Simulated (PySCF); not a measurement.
PySCF input for Te(Me)(SiH3) (CH₆SiTe), SMILES C[Te][SiH3], TDA-ωB97X/def2-SVPD. Geometry optimised at B3LYP-D3(BJ)/def2-SVP. The def2 effective core potentials stand for the cores of Te; spin–orbit coupling is left out.

```python
import numpy as np
from pyscf import gto, scf, dft, tdscf

mol = gto.M(
    atom='''
    Te    0.39986626   -0.46336775   -0.00000000
    C    -1.67901890   -1.15266028    0.00000000
    H    -2.18570177   -0.79331468   -0.90388676
    H    -2.18570176   -0.79331468    0.90388675
    H    -1.64654508   -2.24977283   -0.00000000
    Si   -0.25597996    1.96376767    0.00000000
    H    -1.06198298    2.29998617    1.20988624
    H    -1.06198298    2.29998618   -1.20988624
    H     1.00670206    2.75476740   -0.00000000
    ''',
    basis='def2-SVPD',
    ecp={'Te': 'def2-svp'},
    charge=0,
    spin=0,
    symmetry=True,
    max_memory=1600,
    verbose=4,
)
mf = dft.RKS(mol, xc='wb97x').density_fit(auxbasis='def2-universal-jkfit')
mf.grids.level = 3
mf.conv_tol = 1e-9
mf.max_cycle = 100
mf.kernel()
mf.grids = dft.Grids(mol).set(level=1).build(with_non0tab=True)  # coarser grid for the response kernel
td = tdscf.TDA(mf)
td.singlet = True
td.nstates = 10
td.conv_tol = 1e-4
td.kernel(x0=td.get_init_guess(mf, 15))
td.analyze()
tt = tdscf.TDA(mf)
tt.singlet = False
tt.nstates = 4
tt.conv_tol = 1e-4
tt.kernel(x0=tt.get_init_guess(mf, 9))
tt.analyze(verbose=3)
```

It prints:

```
PySCF version 2.14.0

[INPUT] verbose = 4
[INPUT] num. atoms = 9
[INPUT] num. electrons = 50
[INPUT] charge = 0
[INPUT] spin (= nelec alpha-beta = 2S) = 0
[INPUT] symmetry True subgroup None
[INPUT] Mole.unit = angstrom
[INPUT] Symbol           X                Y                Z      unit          X                Y                Z       unit  Magmom
[INPUT]  1 Te     0.399866260000  -0.463367750000   0.000000000000 AA    0.755637717854  -0.875638142456   0.000000000000 Bohr   0.0
[INPUT]  2 C     -1.679018900000  -1.152660280000   0.000000000000 AA   -3.172885878968  -2.178212243864   0.000000000000 Bohr   0.0
[INPUT]  3 H     -2.185701770000  -0.793314680000  -0.903886760000 AA   -4.130377735277  -1.499147475797  -1.708098424020 Bohr   0.0
[INPUT]  4 H     -2.185701760000  -0.793314680000   0.903886750000 AA   -4.130377716380  -1.499147475797   1.708098405123 Bohr   0.0
[INPUT]  5 H     -1.646545080000  -2.249772830000   0.000000000000 AA   -3.111519252950  -4.251454491188   0.000000000000 Bohr   0.0
[INPUT]  6 Si    -0.255979960000   1.963767670000   0.000000000000 AA   -0.483732017777   3.710983068575   0.000000000000 Bohr   0.0
[INPUT]  7 H     -1.061982980000   2.299986170000   1.209886240000 AA   -2.006856981149   4.346343951587   2.286353635480 Bohr   0.0
[INPUT]  8 H     -1.061982980000   2.299986180000  -1.209886240000 AA   -2.006856981149   4.346343970485  -2.286353635480 Bohr   0.0
[INPUT]  9 H      1.006702060000   2.754767400000   0.000000000000 AA    1.902391182435   5.205755922880   0.000000000000 Bohr   0.0

nuclear repulsion = 178.372418202244
point group symmetry = Cs
symmetry origin: [ 4.11863383e-09  6.29908697e-09 -2.42272584e-10]
symmetry axis x: [1.00000000e+00 1.27543103e-09 8.32335419e-10]
symmetry axis y: [ 1.27543103e-09 -1.00000000e+00  4.47670361e-11]
symmetry axis z: [-8.32335420e-10  4.47669851e-11  1.00000000e+00]
num. orbitals of irrep A' = 83
num. orbitals of irrep A" = 44
number of shells = 55
number of NR pGTOs = 202
number of NR cGTOs = 127
basis = def2-SVPD
ecp = {'Te': 'def2-svp'}


******** <class 'pyscf.df.df_jk.DFSymAdaptedRKS'> ********
method = DFSymAdaptedRKS
initial guess = minao
damping factor = 0
level_shift factor = 0
DIIS = <class 'pyscf.scf.diis.CDIIS'>
diis_start_cycle = 1
diis_space = 8
diis_damp = 0
SCF conv_tol = 1e-09
SCF conv_tol_grad = None
SCF max_cycles = 100
direct_scf = False
XC library pyscf.dft.libxc version 7.1.2
    S. Lehtola, C. Steigemann, M. J. T. Oliveira, and M. A. L. Marques,  SoftwareX 7, 1–5 (2018)
XC functionals = wb97x
    J.-D. Chai and M. Head-Gordon,  J. Chem. Phys. 128, 084106 (2008)
radial grids:
    Treutler-Ahlrichs [JCP 102, 346 (1995); DOI:10.1063/1.469408] (M4) radial grids

becke partition: Becke, JCP 88, 2547 (1988); DOI:10.1063/1.454033
pruning grids: <function nwchem_prune>
grids dens level: 3
symmetrized grids: True
atomic radii adjust function: <function treutler_atomic_radii_adjust>
small_rho_cutoff = 0
Freeze 0 electrons in irreps []
    50 free electrons in irreps A' A"
Set gradient conv threshold to 3.16228e-05
Initial guess from minao.
tot grids = 114104
******** <class 'pyscf.df.df.DF'> ********
auxbasis = def2-universal-jkfit
Create RSH-DF object <pyscf.df.df.DF object> for omega=0.3
******** <class 'pyscf.df.df.DF'> ********
auxbasis = auxmol.basis = def2-universal-jkfit
init E= -570.674032609099
HOMO (A") = -0.682007144354471  LUMO (A') = -0.571862333152737  gap/eV = 2.99719
cycle= 1 E= -597.458582037573  delta_E= -26.8  |g|=  2.7  |ddm|= 9.75
HOMO (A') = 0.0321347252166101  LUMO (A') = 0.0592113379110368  gap/eV = 0.73679
cycle= 2 E= -596.646356316304  delta_E= 0.812  |g|= 2.46  |ddm|= 53.6
HOMO (A") = -0.32113925221326  LUMO (A') = -0.0570724750560008  gap/eV = 7.18562
cycle= 3 E= -598.981284860358  delta_E= -2.33  |g|= 0.573  |ddm|= 53.4
HOMO (A") = -0.256025628978674  LUMO (A') = 0.0274664183446983  gap/eV = 7.71421
cycle= 4 E= -599.132883541522  delta_E= -0.152  |g|= 0.103  |ddm|= 1.16
HOMO (A") = -0.289445094269225  LUMO (A') = 0.0420540720125904  gap/eV = 9.02055
cycle= 5 E= -599.136729518104  delta_E= -0.00385  |g|= 0.0482  |ddm|= 0.342
HOMO (A") = -0.301289066450814  LUMO (A') = 0.0352118839622934  gap/eV = 9.15666
cycle= 6 E= -599.13744770886  delta_E= -0.000718  |g|= 0.0143  |ddm|= 0.0965
HOMO (A") = -0.302699922997269  LUMO (A') = 0.0346121608064434  gap/eV = 9.17873
cycle= 7 E= -599.137528132154  delta_E= -8.04e-05  |g|= 0.00456  |ddm|= 0.0316
HOMO (A") = -0.302591287466724  LUMO (A') = 0.0345690110129297  gap/eV = 9.17460
cycle= 8 E= -599.137538935222  delta_E= -1.08e-05  |g|= 0.00109  |ddm|= 0.012
HOMO (A") = -0.302556912259349  LUMO (A') = 0.0346490279922014  gap/eV = 9.17584
cycle= 9 E= -599.137539886581  delta_E= -9.51e-07  |g|= 0.000212  |ddm|= 0.00401
HOMO (A") = -0.302562807005245  LUMO (A') = 0.0346537923851563  gap/eV = 9.17613
cycle= 10 E= -599.137539945126  delta_E= -5.85e-08  |g|= 5.38e-05  |ddm|= 0.00101
HOMO (A") = -0.302566290334999  LUMO (A') = 0.0346516956550309  gap/eV = 9.17617
cycle= 11 E= -599.137539948508  delta_E= -3.38e-09  |g|= 1.5e-05  |ddm|= 0.000229
HOMO (A") = -0.302566522503098  LUMO (A') = 0.0346521970914809  gap/eV = 9.17619
cycle= 12 E= -599.13753994877  delta_E= -2.62e-10  |g|= 4.11e-06  |ddm|= 6.92e-05
HOMO (A") = -0.302566148958736  LUMO (A') = 0.034652198438672  gap/eV = 9.17618
Extra cycle  E= -599.13753994879  delta_E= -1.98e-11  |g|= 1.88e-06  |ddm|= 1.58e-05
converged SCF energy = -599.13753994879
tot grids = 34456


******** <class 'pyscf.tdscf.rks.TDA'> for <class 'pyscf.df.df_jk.DFSymAdaptedRKS'> ********
nstates = 10 singlet
deg_eia_thresh = 1.000e-03
wfnsym = None
conv_tol = 0.0001
eigh lindep = 1e-12
eigh level_shift = 0
eigh max_cycle = 100


Excitation energies (eV)
[3.9073874  4.97999292 6.06449539 6.18887045 6.4195226  6.74745773
 6.79684859 6.79908715 7.04866391 7.36172428]

** Singlet excitation energies and oscillator strengths **
Excited State   1:   A"      3.90739 eV    317.31 nm  f=0.0017
      25 -> 26        0.66529
      25 -> 31        0.17065
Excited State   2:   A"      4.97999 eV    248.96 nm  f=0.0202
      25 -> 27        0.64128
      25 -> 28       -0.15919
      25 -> 29       -0.12044
      25 -> 31       -0.13599
Excited State   3:   A"      6.06450 eV    204.44 nm  f=0.0973
      25 -> 28       -0.64784
      25 -> 29        0.14269
      25 -> 33        0.13873
      25 -> 34        0.12489
Excited State   4:   A'      6.18887 eV    200.33 nm  f=0.0072
      24 -> 26        0.51050
      24 -> 31        0.13451
      25 -> 32       -0.42995
      25 -> 35       -0.11690
Excited State   5:   A"      6.41952 eV    193.14 nm  f=0.0000
      25 -> 29        0.25380
      25 -> 31        0.37125
      25 -> 33       -0.47080
      25 -> 34        0.14725
      25 -> 36       -0.15783
Excited State   6:   A'      6.74746 eV    183.75 nm  f=0.0485
      24 -> 26        0.28290
      24 -> 27       -0.39671
      24 -> 31        0.16041
      25 -> 32        0.43070
Excited State   7:   A'      6.79685 eV    182.41 nm  f=0.1455
      24 -> 27        0.10493
      25 -> 30       -0.68529
Excited State   8:   A"      6.79909 eV    182.35 nm  f=0.0286
      25 -> 27       -0.12425
      25 -> 28       -0.16949
      25 -> 29       -0.58250
      25 -> 31        0.17572
      25 -> 33       -0.22036
Excited State   9:   A"      7.04866 eV    175.90 nm  f=0.0217
      25 -> 26       -0.17526
      25 -> 27        0.16948
      25 -> 31        0.48787
      25 -> 33        0.41136
      25 -> 44       -0.11097
Excited State  10:   A'      7.36172 eV    168.42 nm  f=0.4298
      23 -> 26       -0.22285
      23 -> 27       -0.12927
      24 -> 26       -0.25603
      24 -> 27       -0.44592
      24 -> 28        0.17380
      25 -> 32       -0.28851
      25 -> 35        0.12375

** Transition electric dipole moments (AU) **
state          X           Y           Z        Dip. S.      Osc.
  1        -0.0000     -0.0000      0.1325      0.0175      0.0017
  2         0.0000     -0.0000      0.4072      0.1658      0.0202
  3        -0.0000      0.0000      0.8094      0.6551      0.0973
  4         0.1187      0.1826      0.0000      0.0474      0.0072
  5         0.0000     -0.0000     -0.0143      0.0002      0.0000
  6         0.3049      0.4476      0.0000      0.2933      0.0485
  7        -0.6885      0.6325      0.0000      0.8740      0.1455
  8         0.0000     -0.0000     -0.4143      0.1716      0.0286
  9         0.0000      0.0000      0.3542      0.1255      0.0217
 10         0.3178     -1.5106     -0.0000      2.3829      0.4298

WARN: ECP detected. Skipping calculation of transition velocity and magnetic dipole moments, which have not yet been implemented.



******** <class 'pyscf.tdscf.rks.TDA'> for <class 'pyscf.df.df_jk.DFSymAdaptedRKS'> ********
nstates = 4 triplet
deg_eia_thresh = 1.000e-03
wfnsym = None
conv_tol = 0.0001
eigh lindep = 1e-12
eigh level_shift = 0
eigh max_cycle = 100


Excitation energies (eV)
[3.50253833 4.43561044 5.36505397 5.91687042]

** Triplet excitation energies and oscillator strengths **
Excited State   1:   A"      3.50254 eV    353.98 nm  f=0.0000
Excited State   2:   A"      4.43561 eV    279.52 nm  f=0.0000
Excited State   3:   A'      5.36505 eV    231.10 nm  f=0.0000
Excited State   4:   A"      5.91687 eV    209.54 nm  f=0.0000
```

Self-consistency was reached.
